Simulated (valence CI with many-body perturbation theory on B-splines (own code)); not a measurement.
**Which ion has this spectrum?**

A relativistic CI+MBPT calculation for an atom or ion with 21 electrons gives these levels (eV):

```csv
J,Parity,E,g
3/2,even,0.000,0.52
5/2,even,5.930,1.04
7/2,even,9.815,1.16
3/2,even,11.313,1.34
9/2,even,11.757,1.17
1/2,even,13.272,2.04
7/2,even,18.468,0.97
9/2,even,19.437,1.09
5/2,even,19.778,1.53
3/2,even,22.439,1.17
1/2,even,23.771,1.29
11/2,even,25.234,1.09
5/2,even,27.149,1.20
9/2,even,30.217,1.08
```

The energies are calculated, and their last digits are not significant.

Q: Which is it?
A. Cd27+
B. In28+
C. Pd25+
D. Ag26+

A: B. In28+, ground level (3d3/2^3) J=3/2.
